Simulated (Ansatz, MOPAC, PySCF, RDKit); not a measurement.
Complex: C2H2 (SMILES C#C) (first 4 atoms) with CH3NO (SMILES NC=O); geometry from B3LYP-D3(BJ)/def2-TZVP, rigid monomers moved along the line of their centres of mass till H4···O7 is 2.57 Å.
(charge 0, multiplicity 1):
```xyz
10

C     -0.047     0.557    -0.602
C      0.310    -0.196     0.260
H     -0.354     1.208    -1.383
H      0.606    -0.831     1.069
N     -0.552     0.900     3.621
C      0.010    -0.180     4.208
O      0.562    -1.089     3.621
H     -0.532     0.997     2.616
H     -0.991     1.614     4.174
H     -0.081    -0.162     5.308
```

Monomers are frozen at their geometry in the pair; levels with a basis set take the counterpoise correction. Rows marked so take none. RDKit's UFF carries no charges.

Rows in 6-31G* carry no dispersion term and start afresh at each structure (6-31G* with six Cartesian d functions). The state that PM6 reach isn't checked.

Programs: Ansatz (Gaussian orbitals); MOPAC for PM6 (differences of heats of formation); PySCF for 6-31G* rows; RDKit for the force fields. Each number belongs to the level named beside it.

**Question.** One of these levels gives -0.19 kcal/mol for the interaction energy. Which one is it?
(A) UFF
(B) PM6
(C) PBE/def2-TZVPPD
(D) HF/6-31G* (no counterpoise)

**Answer.** A, UFF. The others give -2.03 (PM6), -4.44 (HF/6-31G* (no counterpoise)), -3.58 (PBE/def2-TZVPPD)

Ansatz is a program for electronic structure.
